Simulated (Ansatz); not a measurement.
`[OH][Ga-]([OH])([OH])[SH2+]` → Ga• + 5 H• + 3 O• + S•  (atomization)

Program: Ansatz. Geometries: PBE0-D4/def2-TZVP. ΔE: electronic, gas phase. CCSD(T)/CBS adds triple-zeta CCSD(T) − MP2 to the extrapolated MP2 energy (def2 sets, frozen cores). This one scheme is used for every species, atoms too. DFT in def2-TZVPP. B3LYP here is the variant with VWN-RPA as its local correlation; programs differ in this. HSE06 is defined as in plane-wave codes. No spin–orbit coupling; open shells (•) take unrestricted orbitals. Spin–orbit coupling would lower the free atoms: a little for O, S; clearly for Ga. For Ga outer-core shells are correlated without core-valence functions, so the limit isn't a true one: a few kJ/mol of doubt a bond, and 10 to 20 or more in all where bonds break to atoms. Scalar relativity is left out up to krypton. One conformer a species, not always the lowest.

```csv
level,ΔE (kcal/mol),difference from CCSD(T)/CBS
LDA (SPW92),921.0,124.2
revPBE-D4,773.1,-23.7
BLYP-D4,783.0,-13.8
PBE0-D4,774.8,-22.0
B3LYP-D4,778.4,-18.4
r2SCANh-D4,780.8,-16.0
r2SCAN0-D4,767.7,-29.1
HSE06-D4,775.5,-21.3
BHLYP-D4,744.8,-52.0
CAM-B3LYP-D4,786.2,-10.6
ωB97X-V,789.2,-7.6
ωB97M-V,788.3,-8.5
B2PLYP,776.2,-20.6
PBE-QIDH,775.5,-21.3
PBE,793.2,-3.6
revPBE,759.2,-37.6
BLYP,771.8,-25.0
r2SCAN,788.7,-8.1
PBE0,770.2,-26.6
B3LYP,769.8,-27.0
r2SCANh,779.4,-17.4
r2SCAN0,766.1,-30.7
HSE06,771.2,-25.6
BHLYP,737.7,-59.1
CAM-B3LYP,781.5,-15.3
LC-ωPBE,779.6,-17.2
HF/def2-SVP,517.2,-279.6
MP2/def2-SVP,749.2,-47.6
CCSD/def2-SVP,722.3,-74.5
CCSD(T)/def2-SVP,730.9,-65.9
HF/def2-TZVPP,522.0,-274.8
MP2/def2-TZVPP,795.8,-1.0
SCS-MP2/def2-TZVPP,786.5,-10.3
CCSD/def2-TZVPP,758.3,-38.5
HF/def2-QZVPP,523.4,-273.4
MP2/def2-QZVPP,809.7,12.9
SCS-MP2/def2-QZVPP,802.3,5.5
HF/CBS(def2),523.6,-273.2
MP2/CBS(def2),819.1,22.3
CCSD/CBS(def2),781.6,-15.2
CCSD(T)/CBS,796.8,0
```

Largest T1 diagnostic among the species: 0.013.

From PBE to PBE0 (25 % exact exchange), in def2-TZVPP and without D4, ΔE moves by −22.9 kcal/mol: exact exchange takes away binding that semilocal exchange gives to molecules. The D4 term adds +8.5 kcal/mol with B3LYP and +4.5 kcal/mol with PBE0; it sums over pairs of atoms, weighted by their polarisabilities, and B3LYP, whose exchange is more repulsive, gets the larger term. In def2-TZVPP, CCSD(T) changes the Hartree–Fock value by +251.5 kcal/mol (the triples alone add +15.1 kcal/mol) and MP2 by +273.8 kcal/mol; breaking electron pairs costs correlation energy, which Hartree–Fock lacks.

For atomizations the MP2-based limit and the directly extrapolated one differ by several kJ/mol either way, and by 10 to 25 for some Ge, Se and Sn compounds, so smaller differences from it don't rank the levels.
